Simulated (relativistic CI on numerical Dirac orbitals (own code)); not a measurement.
# Mn23+: computed level list

Method of calculation: Dirac-Coulomb-Breit CI, KLI orbitals optimised for each configuration, model QED, unscaled Slater integrals (own radial code, finite nucleus).

Configurations in the expansion: 1s2, 1s 2s, 1s 2p, 1s 3s, 1s 3p, 1s 3d, 1s 4s, 1s 4p, 1s 4d, 1s 4f, 1s 5s, 1s 5p, 1s 5d, 1s 5f, 1s 5g, 1s 6s, 1s 6p, 1s 6d. Levels of other configurations are missing.

| No. | Configuration | Term | J | E (eV) | % | Lifetime (s) | jj configuration (%) |
| --- | --- | --- | --- | --- | --- | --- | --- |
| 1 | 1s2 | 1S | 0 | 0.00 | 100 |  | closed (100) |
| 2 | 1s 2s | 3S | 1 | 6119.72 | 100 | 7.56e-09 | 1s 2s (100) |
| 3 | 1s 2p | 3P° | 0 | 6147.40 | 100 | 2.97e-09 | 1s 2p1/2 (100) |
| 4 | 1s 2p | 3P° | 1 | 6149.26 | 93 | 3.11e-14 | 1s 2p1/2 (89) |
| 5 | 1s 2s | 1S | 0 | 6149.82 | 100 |  | 1s 2s (100) |
| 6 | 1s 2p | 3P° | 2 | 6161.55 | 100 | 1.71e-10 | 1s 2p3/2 (100) |
| 7 | 1s 2p | 1P° | 1 | 6179.52 | 93 | 2.49e-15 | 1s 2p3/2 (89) |
| 8 | 1s 3s | 3S | 1 | 7250.22 | 100 | 4.02e-13 | 1s 3s (100) |
| 9 | 1s 3p | 3P° | 0 | 7257.86 | 100 | 1.33e-13 | 1s 3p1/2 (100) |
| 10 | 1s 3s | 1S | 0 | 7258.26 | 100 | 4.06e-13 | 1s 3s (100) |
| 11 | 1s 3p | 3P° | 1 | 7258.41 | 92 | 5.85e-14 | 1s 3p1/2 (89) |
| 12 | 1s 3p | 3P° | 2 | 7262.07 | 100 | 1.37e-13 | 1s 3p3/2 (100) |
| 13 | 1s 3d | 3D | 2 | 7266.13 | 67 | 4.56e-14 | 1s 3d3/2 (99) |
| 14 | 1s 3d | 3D | 1 | 7266.19 | 100 | 4.55e-14 | 1s 3d3/2 (100) |
| 15 | 1s 3p | 1P° | 1 | 7267.01 | 92 | 8.42e-15 | 1s 3p3/2 (89) |
| 16 | 1s 3d | 3D | 3 | 7267.54 | 100 | 4.60e-14 | 1s 3d5/2 (100) |
| 17 | 1s 3d | 1D | 2 | 7267.81 | 67 | 4.63e-14 | 1s 3d5/2 (99) |
| 18 | 1s 4s | 3S | 1 | 7641.61 | 100 | 5.92e-13 | 1s 4s (100) |
| 19 | 1s 4p | 3P° | 0 | 7644.76 | 100 | 2.27e-13 | 1s 4p1/2 (100) |
| 20 | 1s 4s | 1S | 0 | 7644.91 | 100 | 5.63e-13 | 1s 4s (100) |
| 21 | 1s 4p | 3P° | 1 | 7644.99 | 92 | 1.18e-13 | 1s 4p1/2 (90) |
| 22 | 1s 4p | 3P° | 2 | 7646.53 | 100 | 2.33e-13 | 1s 4p3/2 (100) |
| 23 | 1s 4d | 3D | 2 | 7648.21 | 69 | 1.06e-13 | 1s 4d3/2 (99) |
| 24 | 1s 4d | 3D | 1 | 7648.22 | 100 | 1.06e-13 | 1s 4d3/2 (100) |
| 25 | 1s 4p | 1P° | 1 | 7648.57 | 92 | 1.97e-14 | 1s 4p3/2 (90) |
| 26 | 1s 4d | 3D | 3 | 7648.79 | 100 | 1.07e-13 | 1s 4d5/2 (100) |
| 27 | 1s 4f | 3F° | 3 | 7648.89 | 57 | 2.17e-13 | 1s 4f5/2 (100) |
| 28 | 1s 4f | 3F° | 2 | 7648.92 | 100 | 2.17e-13 | 1s 4f5/2 (100) |
| 29 | 1s 4d | 1D | 2 | 7648.93 | 69 | 1.07e-13 | 1s 4d5/2 (99) |
| 30 | 1s 4f | 3F° | 4 | 7649.21 | 100 | 2.18e-13 | 1s 4f7/2 (100) |
| 31 | 1s 4f | 1F° | 3 | 7649.23 | 57 | 2.18e-13 | 1s 4f7/2 (100) |
| 32 | 1s 5s | 3S | 1 | 7821.72 | 100 | 9.45e-13 | 1s 5s (100) |
| 33 | 1s 5p | 3P° | 0 | 7823.31 | 100 | 3.89e-13 | 1s 5p1/2 (100) |
| 34 | 1s 5s | 1S | 0 | 7823.40 | 100 | 8.17e-13 | 1s 5s (100) |
| 35 | 1s 5p | 3P° | 1 | 7823.43 | 92 | 2.15e-13 | 1s 5p1/2 (90) |
| 36 | 1s 5p | 3P° | 2 | 7824.22 | 100 | 3.99e-13 | 1s 5p3/2 (100) |
| 37 | 1s 5d | 3D | 2 | 7825.07 | 70 | 2.03e-13 | 1s 5d3/2 (99) |
| 38 | 1s 5d | 3D | 1 | 7825.08 | 100 | 2.03e-13 | 1s 5d3/2 (100) |
| 39 | 1s 5p | 1P° | 1 | 7825.26 | 92 | 3.80e-14 | 1s 5p3/2 (90) |
| 40 | 1s 5d | 3D | 3 | 7825.37 | 100 | 2.06e-13 | 1s 5d5/2 (100) |
| 41 | 1s 5f | 3F° | 3 | 7825.42 | 57 | 4.19e-13 | 1s 5f5/2 (100) |
| 42 | 1s 5f | 3F° | 2 | 7825.44 | 100 | 4.19e-13 | 1s 5f5/2 (100) |
| 43 | 1s 5d | 1D | 2 | 7825.44 | 70 | 2.05e-13 | 1s 5d5/2 (99) |
| 44 | 1s 5f | 3F° | 4 | 7825.59 | 100 | 4.21e-13 | 1s 5f7/2 (100) |
| 45 | 1s 5g | 3G | 4 | 7825.59 | 55 | 7.06e-13 | 1s 5g7/2 (100) |
| 46 | 1s 5g | 3G | 3 | 7825.60 | 100 | 7.06e-13 | 1s 5g7/2 (100) |
| 47 | 1s 5f | 1F° | 3 | 7825.60 | 57 | 4.21e-13 | 1s 5f7/2 (100) |
| 48 | 1s 5g | 3G | 5 | 7825.68 | 100 | 7.07e-13 | 1s 5g9/2 (100) |
| 49 | 1s 5g | 1G | 4 | 7825.69 | 55 | 7.07e-13 | 1s 5g9/2 (100) |
| 50 | 1s 6s | 3S | 1 | 7919.20 | 100 | 1.49e-12 | 1s 6s (100) |
| 51 | 1s 6p | 3P° | 0 | 7920.11 | 100 | 6.35e-13 | 1s 6p1/2 (100) |
| 52 | 1s 6s | 1S | 0 | 7920.17 | 100 | 1.06e-12 | 1s 6s (100) |
| 53 | 1s 6p | 3P° | 1 | 7920.18 | 92 | 3.58e-13 | 1s 6p1/2 (90) |
| 54 | 1s 6p | 3P° | 2 | 7920.64 | 100 | 6.53e-13 | 1s 6p3/2 (100) |
| 55 | 1s 6d | 3D | 2 | 7921.13 | 70 | 3.44e-13 | 1s 6d3/2 (99) |
| 56 | 1s 6d | 3D | 1 | 7921.13 | 100 | 3.48e-13 | 1s 6d3/2 (100) |
| 57 | 1s 6p | 1P° | 1 | 7921.23 | 92 | 6.45e-14 | 1s 6p3/2 (90) |
| 58 | 1s 6d | 3D | 3 | 7921.30 | 100 | 3.54e-13 | 1s 6d5/2 (100) |
| 59 | 1s 6d | 1D | 2 | 7921.34 | 70 | 3.43e-13 | 1s 6d5/2 (99) |

Energies count from the lowest computed level; ° marks odd parity; lifetimes are radiative, by E1, M1, E2, M2 decay to levels of this space only; some are left blank where a channel outside the calculation adds to the decay or the decay crosses a small, uncertain gap. Filled j subshells are mostly left out of the jj labels.

The mean weight of the leading LS term, summed over parents, in these 59 levels is 90 %, and that of the leading jj configuration (from the same eigenvectors) 98 %.

At this charge energies of transitions that change n are usually good to better than 1 %, and those within a shell (Δn = 0) to a few per cent.

LS names give the leading component of a level, which can be under half, so a name can repeat, a term be missing and a line seem to break the LS rules.
